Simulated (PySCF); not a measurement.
CH4Si. Atoms are numbered in the order given.

```xyz
6

C      0.0000     0.0000    -1.1527
Si     0.0000     0.0000     0.5494
H      0.0000    -0.9164    -1.7315
H      0.0000     0.9164    -1.7315
H      0.0000     1.2457     1.3439
H      0.0000    -1.2457     1.3439
```
Charge 0, spin multiplicity 1.

Coordinates come from a r2SCAN-D4/def2-TZVP optimisation.

Method: PBE/pcSseg-2 in PySCF.

GIAO shieldings, no solvent; atoms alike by connectivity are averaged. δ = σ(ref) − σ: ¹³C against TMS (σ = 181.4 ppm); ²⁹Si against TMS (σ = 324.1 ppm); ¹H against TMS (σ = 31.47 ppm), references at their B3LYP-D3(BJ)/def2-TZVP geometries, non-relativistic.

```tsv
nucleus	atoms	count	δ (ppm)
¹³C	C1	1	122.6
²⁹Si	Si2	1	67.8
¹H	H3, H4	2	6.09
¹H	H5, H6	2	5.43
```
